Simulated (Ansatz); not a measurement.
Program: Ansatz. Geometries: PBE0-D4/def2-TZVP. ΔE: electronic, gas phase. CCSD(T)/CBS is the MP2 limit (def2-TZVPP, def2-QZVPP) plus CCSD(T) − MP2 in def2-TZVPP, frozen cores. Functionals use def2-TZVPP. For Br outer-core shells are correlated without core-valence functions, which leaves a few kJ/mol of doubt a bond. Scalar relativity is left out up to krypton.

`[SiH]Br` + `CNC` → `CN(C)[SiH]` + HBr  (ligand exchange at the Si–Br bond)

**Question.** Is it downhill or uphill in electronic energy at CCSD(T)/CBS, and by how much? (An estimate is asked.)

**Answer.** The calculation gave: Nearly level: ΔE = -2.1 kJ/mol.

**Question.** What do these levels give: LDA (SPW92), revPBE-D4, BHLYP-D4, B2PLYP, PBE, revPBE, r2SCAN0, CAM-B3LYP, CCSD/def2-SVP, HF/def2-QZVPP, SCS-MP2/def2-QZVPP, MP2/CBS(def2)? (Best estimate.)

**Answer.** The calculation gave: LDA (SPW92) -13.9, revPBE-D4 -4.5, BHLYP-D4 4.0, B2PLYP 0.0, PBE 4.2, revPBE 10.6, r2SCAN0 3.9, CAM-B3LYP -0.1, CCSD/def2-SVP -7.9, HF/def2-QZVPP 19.2, SCS-MP2/def2-QZVPP -4.7, MP2/CBS(def2) -4.5 kJ/mol.

Largest T1 diagnostic among the species: 0.015.

From r2SCAN to r2SCAN0 (25 % exact exchange), in def2-TZVPP and without D4, ΔE moves by +4.6 kJ/mol. In def2-TZVPP, CCSD(T) changes the Hartree–Fock value by −27.7 kJ/mol (the triples alone add −4.6 kJ/mol) and MP2 by −30.1 kJ/mol. At CCSD(T), def2-SVP lies −10.4 kJ/mol from the extrapolated value and def2-TZVPP −5.4 kJ/mol.
